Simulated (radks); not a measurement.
All-electron atom: the tantalum ion Ta16+ in [Kr] 4d10 4f11 (the NIST ground configuration).

Calculated with a radial shooting solver on a logarithmic mesh with Libxc functionals: scalar-relativistic Kohn-Sham, BLYP, spin-polarised, spherical densities, finite nucleus; open shells are filled with parallel spins first (spin-orbit coupling, left out, can overturn this in heavy ions); Fermi nuclear charge, rms radius 5.3507 fm.

Energy parts (eV):
total: -422099.66
kinetic: 463822.41
electron-nucleus: -1021671.46
Hartree: 144000.78
exchange-correlation: -8251.40

Orbitals (lengths in bohr, moments of r in powers of bohr):
1s down: occ. 1; eigenvalue (eV) -67717.93; <r^2> 0.0004788; <1/r> 85.40
1s up: occ. 1; eigenvalue (eV) -67717.92; <r^2> 0.0004788; <1/r> 85.40
2s up: occ. 1; eigenvalue (eV) -11932.91; <r^2> 0.007374; <1/r> 19.96
2s down: occ. 1; eigenvalue (eV) -11932.86; <r^2> 0.007374; <1/r> 19.96
2p up: occ. 3; eigenvalue (eV) -10504.94; <r^2> 0.006081; <1/r> 18.15
2p down: occ. 3; eigenvalue (eV) -10504.90; <r^2> 0.006081; <1/r> 18.15
3s up: occ. 1; eigenvalue (eV) -3008.753; <r^2> 0.04793; <1/r> 7.389
3s down: occ. 1; eigenvalue (eV) -3006.706; <r^2> 0.04789; <1/r> 7.393
3p up: occ. 3; eigenvalue (eV) -2583.766; <r^2> 0.04861; <1/r> 6.839
3p down: occ. 3; eigenvalue (eV) -2581.711; <r^2> 0.04856; <1/r> 6.843
3d up: occ. 5; eigenvalue (eV) -2087.132; <r^2> 0.04033; <1/r> 6.466
3d down: occ. 5; eigenvalue (eV) -2085.564; <r^2> 0.04027; <1/r> 6.470
4s up: occ. 1; eigenvalue (eV) -889.7504; <r^2> 0.2330; <1/r> 3.166
4s down: occ. 1; eigenvalue (eV) -885.9814; <r^2> 0.2332; <1/r> 3.164
4p up: occ. 3; eigenvalue (eV) -748.6001; <r^2> 0.2622; <1/r> 2.894
4p down: occ. 3; eigenvalue (eV) -744.9455; <r^2> 0.2625; <1/r> 2.891
4d up: occ. 5; eigenvalue (eV) -567.5796; <r^2> 0.2965; <1/r> 2.602
4d down: occ. 5; eigenvalue (eV) -563.9998; <r^2> 0.2972; <1/r> 2.598
5s up: occ. 0; eigenvalue (eV) -371.0810; <r^2> 0.9839; <1/r> 1.455
5s down: occ. 0; eigenvalue (eV) -368.9700; <r^2> 0.9898; <1/r> 1.449
4f up: occ. 7; eigenvalue (eV) -364.4366; <r^2> 0.3478; <1/r> 2.231
4f down: occ. 4; eigenvalue (eV) -360.7904; <r^2> 0.3505; <1/r> 2.225
5p up: occ. 0; eigenvalue (eV) -324.7815; <r^2> 1.155; <1/r> 1.326
5p down: occ. 0; eigenvalue (eV) -322.9451; <r^2> 1.163; <1/r> 1.320
5d up: occ. 0; eigenvalue (eV) -263.4842; <r^2> 1.457; <1/r> 1.166
5d down: occ. 0; eigenvalue (eV) -262.0182; <r^2> 1.471; <1/r> 1.159

The highest occupied level is 4f down at -360.79 eV. The configuration is held as typed, so some empty levels lie below it. The electron density at the nucleus is 1.394e+06 e/bohr^3 (large components only). The spin density at the nucleus is -12.63 e/bohr^3 (1s 0.05, 2s -1.62, 3s -18.70, 4s 7.64). Summed over all electrons, <r^2> = 9.688 bohr^2, which gives a Langevin (diamagnetic) susceptibility term of -7.67 x 10^-6 cm^3/mol. For comparison, the ionisation energy in NIST's Atomic Spectra Database is 396 eV (theoretical). In exact Kohn-Sham theory the highest level is minus the ionisation energy, but local and semilocal functionals leave it too shallow, through self-interaction and a potential that decays too fast; potentials with the right tail come closer. Spin moment in Bohr magnetons: 3.
